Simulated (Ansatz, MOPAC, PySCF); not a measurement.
Dimer: HF (SMILES F) (first 2 atoms) with CH2F2 (SMILES FCF); geometry from B3LYP-D3(BJ)/def2-TZVP, rigid monomers moved along the line of their centres of mass till H2···F3 is 2.55 Å.
(charge 0, multiplicity 1):
```xyz
7

F     -0.127     0.096    -0.064
H      0.193     0.624     0.634
F      0.813     0.933     3.090
C      0.446    -0.146     3.874
F     -0.657     0.205     4.574
H      1.266    -0.344     4.563
H      0.208    -0.976     3.210
```

Monomers are frozen at their geometry in the pair; levels with a basis set take the counterpoise correction. Rows marked so take none.

Correlated levels freeze the cores. CBS: X⁻³ extrapolation of the correlation energy, Hartree–Fock from the larger set. Rows in 3-21G, 6-311+G**, 6-31G* carry no dispersion term and start afresh at each structure (6-31G* with six Cartesian d functions). The state reached by PM3, PM6, PM7 isn't checked; PM7 holds dispersion and hydrogen-bond terms.

Codes used: Ansatz (an electronic-structure program); MOPAC for PM3, PM6, PM7 (differences of heats of formation); PySCF for 3-21G rows, 6-311+G** rows, 6-31G* rows, the dispersion terms. 

Other levels give for the interaction energy: PBE/def2-TZVPPD -96.2; B3LYP/def2-TZVPPD -86.7; B3LYP-D3(BJ)/def2-TZVPPD -104.9; wB97M-V/def2-TZVPPD -103.0; MP2/CBS(aug-cc-pVDZ, aug-cc-pVTZ) + ΔCCSD(T)/aug-cc-pVDZ -104.6 meV.

Problem. What do these common cheap choices give for the same quantity: PM3, PM6, PM7, HF/3-21G (no counterpoise), HF/6-31G* (no counterpoise), B3LYP/3-21G (no counterpoise), B3LYP/6-31G*, B3LYP/6-311+G** (no counterpoise)?

Solution. PM3 -45.6; PM6 -10.9; PM7 -26.3; HF/3-21G (no counterpoise) -157.6; HF/6-31G* (no counterpoise) -130.7; B3LYP/3-21G (no counterpoise) -171.3; B3LYP/6-31G* -90.2; B3LYP/6-311+G** (no counterpoise) -106.2 meV. They span -171.3 to -10.9 meV.
